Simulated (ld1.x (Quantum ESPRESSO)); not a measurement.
**tin (Sn): excitation energies, all-electron against TM semilocal**

| Property | Result |
| --- | --- |
| Element | tin |
| Generator | ld1.x (Quantum ESPRESSO) 7.5 |
| Type | norm-conserving Troullier–Martins (semilocal form) |
| Functional | PBEsol |
| Relativity | scalar-relativistic |
| Frozen core | [Kr] |
| Valence charge | 14 |
| Reference configuration | 4d10 5s1.75 5p2.25 |
| Partial waves | 5s (bound): rc 2.00 bohr; 4d (bound): rc 1.45 bohr; 5p (bound): rc 2.05 bohr |
| Local potential | the p channel |
| Core correction | none |

Energies are relative to the spin-unpolarised reference configuration 4d10 5s1.75 5p2.25; without spin polarisation the order of configurations can differ from experiment.

| valence configuration | charge | ΔE all-electron (eV) | error AE − PS (meV) |
| --- | --- | --- | --- |
| 4d10 5s2 5p2 | 0 | -1.729 | +0.2 |
| 4d10 5s2 5p1 | +1 | 5.169 | -1.5 |
| 4d10 5s2 5p0 | +2 | 19.140 | -6.7 |
| 4d10 5s2 5p2.3 | -0.3 | -2.582 | +0.6 |
| 4d10 5s1 5p2 | +1 | 12.856 | +1.5 |

Q: What are ΔE and the potential's error for 4d10 5s0 5p4?

A: ΔE = 12.518 eV all-electron; the error (AE − PS) is +2.0 meV.

Q: What are ΔE and the potential's error for 4d9 5s2 5p3?

A: ΔE = 22.670 eV all-electron; the error (AE − PS) is -172 meV.

Levels in the configuration 4d10 5s0 5p4:

```tsv
level	all-electron (eV)	pseudo (eV)
4d	-28.654	-28.637
5p	-4.901	-4.896
```

ld1.x printed “convergence not achieved” for 5 of the counted tests; their residual had stalled under 1e-8, short of the target of 1e-14.
